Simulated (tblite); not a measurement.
C₅H₈O₂ (SMILES C=CC(=O)OCC), singlet, geometry from GFN2-xTB; GFN1-xTB (tblite 0.6.0).

tblite was given this input:
```
$ tblite run mol.xyz --method gfn1 --charge 0 --spin 0 --json tblite.json --no-restart

# file mol.xyz
15

C     -2.78272913     0.26722847    -0.79449164
C     -1.60311339    -0.32562220    -0.90234636
C     -0.51433510    -0.04461386     0.05961494
O     -0.58772464     0.71526207     0.99324389
O      0.57615194    -0.76435465    -0.24016661
C      1.71966241    -0.58905099     0.59487150
C      2.53495758     0.62584856     0.17456146
H     -2.96404677     0.96781557     0.00465020
H     -3.58896619     0.07856991    -1.48228869
H     -1.36503831    -1.03463940    -1.68052355
H      1.38674536    -0.47916667     1.63247568
H      2.29716929    -1.50924135     0.48353466
H      2.82638986     0.54068823    -0.86965039
H      1.94573253     1.53026086     0.30492896
H      3.42794140     0.69571350     0.78899554
```

Task: Write the output that tblite gives for this input, abridged.

Result: 
```
xTB calculator
 | screened Coulomb repulsion
 | Coulomb electrostatics
 |  * isotropic Klopman-Ohno-Mataga-Nishimoto electrostatics
 |  * onsite third-order electrostatics
 | DFT-D3(BJ) dispersion correction

halogen bonding energy    0.0000000000000E+00 Eh
repulsion energy          2.7882178056291E-01 Eh
dispersion energy        -5.0384307837923E-03 Eh
number of electrons       4.0000000000000E+01 e
integral cutoff           1.9731147476801E+01 bohr

------------------------------------------------------------
  cycle        total energy    energy error   density error
------------------------------------------------------------
      1     -23.94035363106  -2.4214137E+01   6.4023930E-01
      2     -24.26581651173  -3.2546288E-01   3.4620757E-01
      3     -24.27007158592  -4.2550742E-03   1.4717884E-01
      4     -24.27109326723  -1.0216813E-03   2.4507942E-02
      5     -24.27245178248  -1.3585152E-03   3.5696054E-03
      6     -24.27247259149  -2.0809013E-05   1.4490933E-03
      7     -24.27247715063  -4.5591338E-06   3.4590740E-04
      8     -24.27247744468  -2.9405445E-07   6.7256809E-05
      9     -24.27247745131  -6.6319892E-09   2.5223732E-05
     10     -24.27247745239  -1.0747883E-09   7.8632942E-06
------------------------------------------------------------

electronic energy        -2.4546260802166E+01 Eh
total energy             -2.4272477452387E+01 Eh

Post processing:
 | Mayer-Wiberg bond orders

[Info] JSON dump of results written to 'tblite.json'
```
